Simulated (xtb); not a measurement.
O₃W (SMILES [O]=[W](=[O])=[O]), singlet, from a rough starting geometry (GFN-xTB shapes and energies of metal compounds can be far from the true ones); GFN2-xTB (xtb 6.7.1).

xtb was given this input:
```
$ xtb mol.xyz --gfn 2 --opt vtight --json

# file mol.xyz
4

W     -0.02382478     0.00958201    -0.00215331
O      1.58067462    -0.35669547    -0.69901301
O     -0.48875571    -0.86686536     1.42901290
O     -1.02847066     1.12363200    -0.73055428
```

The log (banner, timings and long lists left out):

```
   ID    Z sym.   atoms
    1   74 W      1
    2    8 O      2-4

           -------------------------------------------------
          |                Calculation Setup                |
           -------------------------------------------------

           -------------------------------------------------
          |                 G F N 2 - x T B                 |
           -------------------------------------------------

          ...................................................
          :                      SETUP                      :
          :.................................................:
          :  # basis functions                  22          :
          :  # atomic orbitals                  21          :
          :  # shells                            9          :
          :  # electrons                        24          :
          :  max. iterations                   250          :
          :  Hamiltonian                  GFN2-xTB          :
          :  restarted?                      false          :
          :  GBSA solvation                  false          :
          :  PC potential                    false          :
          :  electronic temp.          300.0000000     K    :
          :  accuracy                    1.0000000          :
          :  -> integral cutoff          0.2500000E+02      :
          :  -> integral neglect         0.1000000E-07      :
          :  -> SCF convergence          0.1000000E-05 Eh   :
          :  -> wf. convergence          0.1000000E-03 e    :
          :  Broyden damping             0.4000000          :
          :  net charge                          0          :
          :  unpaired electrons                  0          :
          ...................................................

 iter      E             dE          RMSdq      gap      omega  full diag
   1      1.5907500  0.159075E+01  0.434E+01    0.23       0.0  T
   2     -7.4324442 -0.902319E+01  0.378E+01   28.90       1.0  T
   3    -11.0758586 -0.364341E+01  0.379E+01   13.68       1.0  T
   4    -11.1820802 -0.106222E+00  0.324E+01   12.21       1.0  T
   5    -12.4329745 -0.125089E+01  0.268E+01    5.64       1.0  T
   6      2.8873729  0.153203E+02  0.122E+02    0.63       1.0  T
   7      4.3570220  0.146965E+01  0.859E+01    0.56       1.0  T
   8     -8.6775093 -0.130345E+02  0.349E+01    0.24       1.0  T
   9    -12.3372145 -0.365971E+01  0.486E+01    9.07       1.0  T
  10    -12.1239572  0.213257E+00  0.316E+01    8.90       1.0  T
  11    -12.8330646 -0.709107E+00  0.272E+01    5.34       1.0  T
  12    -12.9182476 -0.851831E-01  0.297E+01    5.45       1.0  T
  13    -12.9473570 -0.291094E-01  0.260E+01    4.91       1.0  T
  14    -14.5291931 -0.158184E+01  0.770E+00    1.02       1.0  T
  15    -14.5871577 -0.579646E-01  0.527E+00    0.67       1.0  T
  16    -12.4354247  0.215173E+01  0.421E+01    0.18       1.0  T
  17    -12.6273824 -0.191958E+00  0.396E+01    0.17       1.0  T
  18    -14.5897081 -0.196233E+01  0.610E+00    0.75       1.0  T
  19    -12.4885941  0.210111E+01  0.412E+01    0.17       1.0  T
  20    -12.6172053 -0.128611E+00  0.379E+01    0.15       1.0  T
  21    -12.4162521  0.200953E+00  0.396E+01    0.18       1.0  T
  22    -12.0456272  0.370625E+00  0.422E+01    0.20       1.0  T
  23    -12.1201051 -0.744780E-01  0.412E+01    0.19       1.0  T
  24    -14.5933731 -0.247327E+01  0.563E+00    0.70       1.0  T
  25    -14.3125016  0.280872E+00  0.145E+01    1.88       1.0  T
  26    -14.6135262 -0.301025E+00  0.391E+00    0.74       1.0  T
  27    -14.6151456 -0.161941E-02  0.303E+00    0.67       1.0  T
  28    -14.5999813  0.151642E-01  0.385E+00    0.54       1.0  T
  29    -14.6161700 -0.161886E-01  0.356E+00    0.78       1.0  T
  30    -14.5612397  0.549302E-01  0.713E+00    1.14       1.0  T
  31    -14.5430479  0.181919E-01  0.724E+00    1.19       1.0  T
  32    -14.5179852  0.250627E-01  0.816E+00    1.30       1.0  T
  33    -14.5011402  0.168450E-01  0.879E+00    1.37       1.0  T
  34    -14.5342486 -0.331084E-01  0.717E+00    1.24       1.0  T
  35    -14.5359498 -0.170121E-02  0.703E+00    1.23       1.0  T
  36    -14.5338745  0.207532E-02  0.693E+00    1.25       1.0  T
  37    -14.5565044 -0.226300E-01  0.403E+00    0.56       1.0  T
  38    -14.4192574  0.137247E+00  0.146E+01    2.05       1.0  T
  39    -14.4656461 -0.463887E-01  0.131E+01    1.95       1.0  T
  40    -14.4747629 -0.911675E-02  0.125E+01    1.94       1.0  T
  41    -14.4838906 -0.912767E-02  0.118E+01    1.92       1.0  T
  42    -14.4017892  0.821013E-01  0.145E+01    2.20       1.0  T
  43    -14.4171016 -0.153123E-01  0.138E+01    2.18       1.0  T
  44    -14.4525244 -0.354229E-01  0.125E+01    2.16       1.0  T
  45    -14.4763997 -0.238753E-01  0.118E+01    2.17       1.0  T
  46    -14.5204689 -0.440692E-01  0.997E+00    2.11       1.0  T
  47    -14.5383457 -0.178768E-01  0.913E+00    2.12       1.0  T
  48    -14.5848315 -0.464859E-01  0.637E+00    2.05       1.0  T
  49    -14.6080546 -0.232231E-01  0.444E+00    2.02       1.0  T
  50    -14.6228062 -0.147516E-01  0.255E+00    1.96       1.0  T
  51    -14.6283424 -0.553617E-02  0.133E+00    1.92       1.0  T
  52    -14.6296854 -0.134294E-02  0.716E-01    1.91       1.0  T
  53    -14.6300295 -0.344092E-03  0.357E-01    1.91       1.0  T
  54    -14.6301179 -0.884771E-04  0.733E-02    1.91       1.0  T
  55    -14.6300808  0.371702E-04  0.164E-01    1.91       1.0  T
  56    -14.6300429  0.378632E-04  0.189E-01    1.91       1.0  T
  57    -14.6300661 -0.232454E-04  0.293E-01    1.93       1.0  T
  58    -14.6299509  0.115275E-03  0.416E-01    1.94       1.0  T
  59    -14.6300587 -0.107842E-03  0.236E-01    1.93       1.0  T
  60    -14.6301244 -0.657375E-04  0.434E-02    1.91       1.2  T
  61    -14.6301250 -0.561032E-06  0.127E-02    1.91       3.9  T
  62    -14.6301258 -0.821193E-06  0.699E-03    1.91       7.2  T
[...]
         :: total energy             -14.581547663250 Eh    ::
 * total energy  :   -14.5815477 Eh     change       -0.8498979E-10 Eh
 * total energy  :   -14.5838610 Eh     change       -0.2313372E-02 Eh
 * total energy  :   -14.5847864 Eh     change       -0.9254039E-03 Eh
 * total energy  :   -14.5848033 Eh     change       -0.1685630E-04 Eh
 * total energy  :   -14.5848075 Eh     change       -0.4248725E-05 Eh
 * total energy  :   -14.5848081 Eh     change       -0.5266742E-06 Eh
 * total energy  :   -14.5848081 Eh     change       -0.4447677E-07 Eh
   *** GEOMETRY OPTIMIZATION CONVERGED AFTER 7 ITERATIONS ***
[...]
          :  accuracy                    1.0000000          :
          :  -> integral cutoff          0.2500000E+02      :
          :  -> integral neglect         0.1000000E-07      :
          :  -> SCF convergence          0.1000000E-05 Eh   :
          :  -> wf. convergence          0.1000000E-03 e    :
          :  Broyden damping             0.4000000          :
          :  net charge                          0          :
          :  unpaired electrons                  0          :
          ...................................................

 iter      E             dE          RMSdq      gap      omega  full diag
   1    -14.6298972 -0.146299E+02  0.806E-05    1.90       0.0  T
   2    -14.6298972  0.311585E-09  0.451E-04    1.90     110.8  T
   3    -14.6298972 -0.289750E-09  0.784E-05    1.90     637.6  T

   *** convergence criteria satisfied after 3 iterations ***

         :::::::::::::::::::::::::::::::::::::::::::::::::::::
         ::                     SUMMARY                     ::
         :::::::::::::::::::::::::::::::::::::::::::::::::::::
         :: total energy             -14.584808115679 Eh    ::
         :: gradient norm              0.000194154471 Eh/a0 ::
         :: HOMO-LUMO gap              1.902882599612 eV    ::
         ::.................................................::
         :: SCC energy               -14.629897043627 Eh    ::
         :: -> isotropic ES           -0.175381121808 Eh    ::
         :: -> anisotropic ES          0.000357616020 Eh    ::
         :: -> anisotropic XC          0.000392621135 Eh    ::
         :: -> dispersion             -0.002283288954 Eh    ::
         :: repulsion energy           0.045088927948 Eh    ::
         :: add. restraining           0.000000000000 Eh    ::
         :: total charge              -0.000000000000 e     ::
         :::::::::::::::::::::::::::::::::::::::::::::::::::::

           -------------------------------------------------
          |                Property Printout                |
           -------------------------------------------------

    * Orbital Energies and Occupations

         #    Occupation            Energy/Eh            Energy/eV
      -------------------------------------------------------------
         1        2.0000           -0.7639336             -20.7877
         2        2.0000           -0.7323164             -19.9273
         3        2.0000           -0.7323081             -19.9271
         4        2.0000           -0.5814780             -15.8228
         5        2.0000           -0.4962292             -13.5031
         6        2.0000           -0.4848141             -13.1925
         7        2.0000           -0.4848073             -13.1923
         8        2.0000           -0.4646825             -12.6447
         9        2.0000           -0.4646779             -12.6445
        10        2.0000           -0.4561192             -12.4116
        11        2.0000           -0.4561177             -12.4116
        12        2.0000           -0.4494118             -12.2291 (HOMO)
        13                         -0.3794821             -10.3262 (LUMO)
        14                         -0.2538589              -6.9079
        15                         -0.2404508              -6.5430
        16                         -0.2404152              -6.5420
        17                         -0.1196987              -3.2572
        18                         -0.1196828              -3.2567
        19                          0.1391105               3.7854
        20                          0.2786265               7.5818
        21                          0.2786370               7.5821
      -------------------------------------------------------------
                  HL-Gap            0.0699296 Eh            1.9029 eV
             Fermi-level           -0.4144470 Eh          -11.2777 eV

     #   Z          covCN         q      C6AA      α(0)
     1  74 W        2.489     1.603   335.559    40.402
     2   8 O        0.830    -0.534    24.574     6.646
     3   8 O        0.830    -0.534    24.576     6.646
     4   8 O        0.830    -0.534    24.575     6.646

 Mol. C6AA /au·bohr⁶  :       1063.977673
 Mol. C8AA /au·bohr⁸  :      87435.363466
 Mol. α(0) /au        :         60.338949

Wiberg/Mayer (AO) data.
largest (>0.10) Wiberg bond orders for each atom

 ---------------------------------------------------------------------------
     #   Z sym  total        # sym  WBO       # sym  WBO       # sym  WBO
 ---------------------------------------------------------------------------
     1  74 W    5.619 --     2 O    1.873     4 O    1.873     3 O    1.873
     2   8 O    2.269 --     1 W    1.873     4 O    0.198     3 O    0.198
     3   8 O    2.269 --     1 W    1.873     2 O    0.198     4 O    0.198
     4   8 O    2.269 --     1 W    1.873     2 O    0.198     3 O    0.198
 ---------------------------------------------------------------------------

Topologies differ in total number of bonds
Writing topology from bond orders to xtbtopo.mol

molecular dipole:
                 x           y           z       tot (Debye)
 q only:        0.014       0.026       0.020
   full:        0.015       0.028       0.022       0.099
molecular quadrupole (traceless):
                xx          xy          yy          xz          yz          zz
 q only:       -2.205       3.732       2.403       2.919       5.236      -0.197
  q+dip:       -2.269       3.840       2.472       3.003       5.387      -0.203
   full:       -2.362       3.998       2.573       3.126       5.608      -0.211

optimized geometry written to: xtbopt.xyz

           -------------------------------------------------
          | TOTAL ENERGY              -14.584808115679 Eh   |
          | GRADIENT NORM               0.000194154471 Eh/α |
          | HOMO-LUMO GAP               1.902882599612 eV   |
           -------------------------------------------------

normal termination of xtb
```
